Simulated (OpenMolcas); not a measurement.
# W5+ in a ligand field

W5+ with 6 ligands (fluoride) in octahedral coordination (Oh) at 1.93 Å. A charge of +0.167 e stands 2.4 Å behind each ligand. Ligand basis ANO-RCC-VDZP.
```
W     0.0000    0.0000    0.0000
F     1.9300    0.0000    0.0000
F     0.0000    1.9300    0.0000
F    -1.9300    0.0000    0.0000
F     0.0000   -1.9300    0.0000
F     0.0000    0.0000    1.9300
F     0.0000    0.0000   -1.9300
```

```
Program             : OpenMolcas 26.06
Method              : SS-CASPT2, IPEA 0.25 Eh, imaginary shift 0.1 Eh (the lowest 17 gerade and 15 ungerade orbitals frozen, chosen by energy and not by shell, so the metal 5p can be frozen and 4f correlated)
Basis               : ANO-RCC-VTZP [8s7p5d3f2g1h]
Scalar Hamiltonian  : DKH2, point nucleus
Active space        : 1 electron in 5 orbitals (5d)
State averaging     : 2S+1 = 2 even, 5 roots
Spin-orbit coupling : state interaction with AMFI integrals over the reference wave functions
```

The lowest spin-free states (labels of O, the rotations of Oh), above the lowest:

```json
{"State": "2T2", "Degeneracy": "3", "E (cm-1)": "0"}
{"State": "2E", "Degeneracy": "2", "E (cm-1)": "38890"}
```

The lowest levels with spin-orbit coupling:

```json
{"E (cm-1)": "0", "Degeneracy": "4", "Label": "Γ8", "2S+1": "2", "g": ""}
{"E (cm-1)": "4660", "Degeneracy": "2", "Label": "", "2S+1": "2", "g": "1.87 1.87 1.87"}
{"E (cm-1)": "41010", "Degeneracy": "4", "Label": "Γ8", "2S+1": "2", "g": ""}
```

Powder χT (cm3 K/mol): 0.00588 at 2 K, 0.00668 at 10 K, 0.0107 at 50 K, 0.0157 at 100 K, 0.0256 at 200 K, 0.0356 at 300 K. The effective moment at 300 K is 2.828 √(χT) = 0.53 μB.

The lowest level has 2S+1 = 2, for which the spin-only value is χT = S(S+1) / 2 = 0.375 cm3 K/mol (g = 2). The computed 0.036 at 300 K differs by -0.339, through orbital momentum, spin-orbit coupling and any other state in reach. With a threefold ground state the orbital momentum is unquenched, so the spin-only value is not expected to hold.

The gap between the two states is 10Dq = 38894 cm-1.

Roots that are degenerate in the reference are averaged as groups; the widest CASPT2 spread within a group is 100 cm-1 (the 3-fold group of multiplicity 2 near 0 cm-1 above the lowest state of its run). Shifts and gaps below about the spread of the groups concerned are not significant. Over all roots computed the reference weight is 0.70; a low but even weight reflects the number of correlated electrons. An orbital triplet at a regular site is open to Jahn-Teller coupling, which can distort the site and quench the lowest spin-orbit gaps and is left out. The least metal-like active orbital is 73 % on the metal (Löwdin) and no ligand orbital is active, so the numbers are rough. Ligand-to-metal charge-transfer states are missing. With one d shell and no ligand orbital active, 10Dq can be off by a tenth or more. No measured value stands beside these numbers; the geometry was imposed, not optimised, and the real ion may take another.

The CASPT2 steps took 37 s on 1 thread of Arm Neoverse V1, on a shared host; the integral step is not counted.
